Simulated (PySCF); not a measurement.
HFSi, triplet, geometry from GFN2-xTB (the spin is typed, not shown lowest); PBE/6-31G* (PySCF).

Here is a job for PySCF.
```python
from pyscf import gto, scf, dft

mol = gto.M(
    atom='''
Si   -0.27501764   -0.36212192    0.39020993
H    -0.98090129   -1.29162124   -0.45498644
F     0.53679425    0.70681423   -0.55643917
''',
    basis='6-31g*',
    spin=2,
    verbose=4,
)

mf = dft.UKS(mol)
mf.xc = 'pbe'
mf.kernel()
```

Task: Predict the main parts of the log of this PySCF run.

Result: 
```
PySCF version 2.14.0

[INPUT] verbose = 4
[INPUT] num. atoms = 3
[INPUT] num. electrons = 24
[INPUT] charge = 0
[INPUT] spin (= nelec alpha-beta = 2S) = 2
[INPUT] symmetry False subgroup None
[INPUT] Mole.unit = angstrom
[INPUT] Symbol           X                Y                Z      unit          X                Y                Z       unit  Magmom
[INPUT]  1 Si    -0.275017640000  -0.362121920000   0.390209930000 AA   -0.519708019024  -0.684311252502   0.737389898786 Bohr   0.0
[INPUT]  2 H     -0.980901290000  -1.291621240000  -0.454986440000 AA   -1.853634793333  -2.440810400271  -0.859799761991 Bohr   0.0
[INPUT]  3 F      0.536794250000   0.706814230000  -0.556439170000 AA    1.014394117741   1.335685315645  -1.051517636280 Bohr   0.0

nuclear repulsion = 47.6318144494478
number of shells = 16
number of NR pGTOs = 82
number of NR cGTOs = 34
basis = 6-31g*
ecp = {}

******** <class 'pyscf.dft.uks.UKS'> ********
method = UKS
initial guess = minao
damping factor = 0
level_shift factor = 0
DIIS = <class 'pyscf.scf.diis.CDIIS'>
diis_start_cycle = 1
diis_space = 8
diis_damp = 0
SCF conv_tol = 1e-09
SCF conv_tol_grad = None
SCF max_cycles = 50
direct_scf = True
direct_scf_tol = 1e-13
number electrons alpha = 13  beta = 11
XC library pyscf.dft.libxc version 7.1.2
    S. Lehtola, C. Steigemann, M. J. T. Oliveira, and M. A. L. Marques,  SoftwareX 7, 1–5 (2018)
XC functionals = pbe
    J. P. Perdew, K. Burke, and M. Ernzerhof,  Phys. Rev. Lett. 77, 3865 (1996)
    J. P. Perdew, K. Burke, and M. Ernzerhof,  Phys. Rev. Lett. 78, 1396 (1997)
    J. P. Perdew, K. Burke, and M. Ernzerhof,  Phys. Rev. Lett. 77, 3865 (1996)
    J. P. Perdew, K. Burke, and M. Ernzerhof,  Phys. Rev. Lett. 78, 1396 (1997)
radial grids:
    Treutler-Ahlrichs [JCP 102, 346 (1995); DOI:10.1063/1.469408] (M4) radial grids

becke partition: Becke, JCP 88, 2547 (1988); DOI:10.1063/1.454033
pruning grids: <function nwchem_prune>
grids dens level: 3
symmetrized grids: False
atomic radii adjust function: <function treutler_atomic_radii_adjust>
small_rho_cutoff = 0
Set gradient conv threshold to 3.16228e-05
tot grids = 43256
init E= -389.651984385678

cycle= 1 E= -389.524937798387  delta_E= 0.127  |g|= 0.432  |ddm|= 1.24

cycle= 2 E= -388.572157588757  delta_E= 0.953  |g|= 1.57  |ddm|= 1.29

cycle= 3 E= -389.592223986588  delta_E= -1.02  |g|= 0.041  |ddm|= 1.11

cycle= 4 E= -389.593513912977  delta_E= -0.00129  |g|= 0.0231  |ddm|= 0.112

cycle= 5 E= -389.593897741618  delta_E= -0.000384  |g|= 0.00497  |ddm|= 0.0397

cycle= 6 E= -389.593919328112  delta_E= -2.16e-05  |g|= 0.00111  |ddm|= 0.0101

cycle= 7 E= -389.593920435209  delta_E= -1.11e-06  |g|= 0.000232  |ddm|= 0.00221

cycle= 8 E= -389.593920463231  delta_E= -2.8e-08  |g|= 3.44e-05  |ddm|= 0.000261

cycle= 9 E= -389.593920464361  delta_E= -1.13e-09  |g|= 7.06e-06  |ddm|= 7.05e-05

cycle= 10 E= -389.593920464404  delta_E= -4.3e-11  |g|= 1.91e-06  |ddm|= 1.23e-05

Extra cycle  E= -389.593920464402  delta_E= 1.65e-12  |g|= 3.53e-06  |ddm|= 5.3e-06
converged SCF energy = -389.593920464402  <S^2> = 2.0012543  2S+1 = 3.0008361
```
